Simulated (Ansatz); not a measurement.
A run for Ansatz (an electronic-structure program): R-CCSD(T)/def2-TZVPPD on HISn (SMILES [SnH][I]), atoms moved off the minimum. Elements past Kr take the def2 small-core potentials; no spin–orbit coupling. Files ending in .json are basis or fitting sets from the Basis Set Exchange. The run froze 18 orbitals, filled d shells among them.

Ansatz 0.2 input:
```yaml
crystal:
  periodic: [false, false, false]
  atoms:
    - {symbol: Sn, position_ang: [0.42220242, 0.97853118, 0.83336738]}
    - {symbol: H, position_ang: [0.72983638, 2.14071087, -0.23361779]}
    - {symbol: I, position_ang: [-0.41282799, -0.99743671, -0.99319693]}
basis:
  gaussian:
    orbitals: def2-TZVPPD.json
magnetization: {spin_polarized: false}
correlation: {method: ccsd_t, electrons: outside_noble_gas}
scf: {lower_state_search: off}
output: {forces: true}
```

### Question
Give the final energy of this run.

### Answer
-510.8873 hartree (reference determinant -510.6295, T1 diagnostic 0.016).

### Question
How many basis functions does it have, and what does it roughly cost on one machine?

### Answer
132 functions; very roughly 40 core-seconds.
